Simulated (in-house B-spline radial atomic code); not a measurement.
Orbital energies and mean radii along the 49-electron series, configuration 1s2 2s2 2p6 3s2 3p6 3d10 4s2 4p6 4d10 5s2 5p1/2(1). The effective charge is n√(-2ε), a non-relativistic measure. Computed with a radial B-spline atomic code at the basis-set limit: Dirac-Hartree-Fock, jj configuration that fills j = l - 1/2 first, finite nuclei.

| ion | Z | energy of 3d5/2 (Eh) | mean radius of 3d5/2 (bohr) | energy of 4p1/2 (Eh) | mean radius of 4p1/2 (bohr) | energy of 5s1/2 (Eh) | mean radius of 5s1/2 (bohr) | energy of 4s1/2 (Eh) | mean radius of 4s1/2 (bohr) | effective charge of 3d5/2 |
| --- | --- | --- | --- | --- | --- | --- | --- | --- | --- | --- |
| In | 49 | -17.215 | 0.32467 | -3.749 | 0.90784 | -0.39328 | 2.7292 | -5.303 | 0.85269 | 17.603 |
| Sn+ | 50 | -19.048 | 0.31498 | -4.5397 | 0.87083 | -0.76375 | 2.3795 | -6.1748 | 0.82198 | 18.517 |
| Sb2+ | 51 | -21.035 | 0.30585 | -5.4397 | 0.83634 | -1.2045 | 2.1399 | -7.1581 | 0.79307 | 19.458 |
| Te3+ | 52 | -23.159 | 0.29723 | -6.4331 | 0.80421 | -1.7051 | 1.96 | -8.2368 | 0.76587 | 20.417 |
| I4+ | 53 | -25.414 | 0.28908 | -7.5128 | 0.77426 | -2.2608 | 1.8169 | -9.4033 | 0.74026 | 21.388 |
| Xe5+ | 54 | ? | ? | ? | ? | ? | ? | ? | ? | ? |
| Cs6+ | 55 | -30.298 | 0.27405 | -9.9156 | 0.72022 | -3.5278 | 1.5983 | -11.984 | 0.69342 | 23.353 |
| Ba7+ | 56 | ? | ? | ? | ? | ? | ? | ? | ? | ? |
| La8+ | 57 | -35.664 | 0.26049 | -12.63 | 0.67289 | -4.9931 | 1.4354 | -14.882 | 0.65173 | 25.337 |
| Ce9+ | 58 | ? | ? | ? | ? | ? | ? | ? | ? | ? |
| Pr10+ | 59 | -41.5 | 0.2482 | -15.649 | 0.63115 | -6.651 | 1.307 | -18.088 | 0.61444 | 27.331 |

Task: Fill in the row of Xe5+.

Result: energy of 3d5/2 (Eh): -27.795; mean radius of 3d5/2 (bohr): 0.28137; energy of 4p1/2 (Eh): -8.6744; mean radius of 4p1/2 (bohr): 0.74632; energy of 5s1/2 (Eh): -2.8689; mean radius of 5s1/2 (bohr): 1.6986; energy of 4s1/2 (Eh): -10.653; mean radius of 4s1/2 (bohr): 0.71615; effective charge of 3d5/2: 22.367.

Task: Fill in the row of Ba7+.

Result: energy of 3d5/2 (Eh): -32.922; mean radius of 3d5/2 (bohr): 0.2671; energy of 4p1/2 (Eh): -11.235; mean radius of 4p1/2 (bohr): 0.69579; energy of 5s1/2 (Eh): -4.2361; mean radius of 5s1/2 (bohr): 1.5116; energy of 4s1/2 (Eh): -13.394; mean radius of 4s1/2 (bohr): 0.67198; effective charge of 3d5/2: 24.343.

Task: Fill in the row of Ce9+.

Result: energy of 3d5/2 (Eh): -38.524; mean radius of 3d5/2 (bohr): 0.2542; energy of 4p1/2 (Eh): -14.102; mean radius of 4p1/2 (bohr): 0.65139; energy of 5s1/2 (Eh): -5.7982; mean radius of 5s1/2 (bohr): 1.3677; energy of 4s1/2 (Eh): -16.447; mean radius of 4s1/2 (bohr): 0.63258; effective charge of 3d5/2: 26.333.

Task: How does the screening of 3d5/2 change?

Result: Z less the effective charge goes from 31.40 at Z = 49 to 31.67 at Z = 59.
